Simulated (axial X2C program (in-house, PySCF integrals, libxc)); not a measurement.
**InO⁻: cheaper levels and CCSD(T), with spin–orbit coupling**

Computed with an in-house all-electron X2C program for linear molecules (integrals from PySCF). Two-component (2c) means X2C with spin–orbit coupling and atomic mean-field two-electron Coulomb and Gaunt terms. Basis: In dyall-acv3z [12s13p10d5f1g], O dyall-av3z [7s6p3d2f] (cores contracted in-house); Gaussian nuclei, density fitting, unrestricted open shells. Masses: In 114.904 u, O 15.995 u.

State: Ω = 0 (closed shell); fragments In + O- for PBE0, CCSD, r2SCAN0, CCSD(T); In- + O for HF.

```tsv
level	Re (Å)	ωe (cm⁻¹)	De (eV)
PBE0	1.911	698.3	n/a
HF	1.885	770.1	n/a
CCSD	1.931	695.7	3.98
r2SCAN0	1.901	720.8	n/a
```

Correlated methods: 10 electrons correlated (number of frozen shells: In 4 s, 3 p, 2 d; O 1 s), 290 virtual spin orbitals or spinors in MP2, 90 natural virtuals in coupled cluster.

CCSD(T), same Hamiltonian and basis:

Re = 1.951 Å, ωe = 655.4 cm⁻¹, De = 4.30 eV; T1 = 0.038 (Lee–Taylor normalisation).

Q: Give the differences from CCSD(T) in the columns below.

A: 

| level | ΔRe (Å) | Δωe (cm⁻¹) | ΔDe (eV) |
| --- | --- | --- | --- |
| PBE0 | -0.040 | 43 | n/a |
| HF | -0.066 | 115 | n/a |
| CCSD | -0.020 | 40 | -0.32 |
| r2SCAN0 | -0.050 | 65 | n/a |

The state is one determinant whose occupation by symmetry is held fixed; it was picked as the lowest of a PBE0 search that is not exhaustive. The closed shell is kept restricted, so the energy runs too high when the bond is stretched far. De is counted from the lowest determinant-based energies of the atoms at the same level, without counterpoise correction. De is not given where an atomic determinant may have missed its ground term or J level, or where the truncated virtual space spoils (T). CCSD and (T) use frozen natural virtuals with an MP2 correction for the truncation; (T) itself is uncorrected, so its De runs slightly low. Without a current term, density functionals place determinants with orbital angular momentum somewhat too high. The T1 diagnostic is large, a sign of multireference character. With the outer-core shells frozen, correlated bond lengths of heavy atoms tend to come out a few hundredths of an ångström too long.
